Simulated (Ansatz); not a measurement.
Total energies of Si(OMe)Me3 (C₄H₁₂OSi) from Ansatz at PBE-D4/def2-TZVP, gas phase (1 Eh = 27.2114 eV = 2625.5 kJ/mol). The reference geometry is relaxed at r2SCAN-D4/def2-SVP.

Cartesian coordinates in Å:
```
Si 0.3716 -0.0060 -0.0323
O -0.7454 -0.9824 -0.8214
C -2.1349 -0.8946 -0.6432
H -2.4383 -1.0902 0.4044
H -2.6252 -1.6494 -1.2793
H -2.5349 0.0979 -0.9308
C 0.2197 -0.2368 1.8262
H 0.3448 -1.2960 2.1055
H -0.7603 0.0971 2.2055
H 0.9903 0.3435 2.3608
C 0.0736 1.7947 -0.4785
H 0.1173 1.9451 -1.5698
H 0.8357 2.4468 -0.0199
H -0.9105 2.1495 -0.1298
C 2.0356 -0.5856 -0.6494
H 2.1069 -0.4793 -1.7439
H 2.1964 -1.6481 -0.4058
H 2.8574 -0.0060 -0.1982
```

| state | geometry | energy (Eh) |
| --- | --- | --- |
| charge 0 singlet | reference | -524.08529 |
| charge 1 doublet | reference | -523.75084 |
| free Si atom (triplet) | – | -289.22285 |
| free O atom (triplet) | – | -75.00967 |
| free C atom (triplet) | – | -37.79597 |
| free H atom (doublet) | – | -0.49962 |

Work out the vertical ionisation energy to the doublet.

E(charge 1 doublet) − E(charge 0 singlet) = -523.75084 − (-524.08529) = 0.33445 Eh = 9.10 eV. For comparison, −ε of the highest occupied level is 6.09 eV at this level, 3.01 eV less.

What is the binding energy per atom against free atoms?

Atoms: 1 × (-289.22285) + 1 × (-75.00967) + 4 × (-37.79597) + 12 × (-0.49962) = -521.41184 Eh. Binding: -521.41184 − (-524.08529) = 2.67345 Eh = 72.75 eV, or 4.04 eV for each of 18 atoms (no zero-point energy, no counterpoise term).

At PBE-D4/def2-TZVP the gap within one spin of the charge 1 doublet nearly closes, so an electron or hole may be smeared out by delocalisation error.
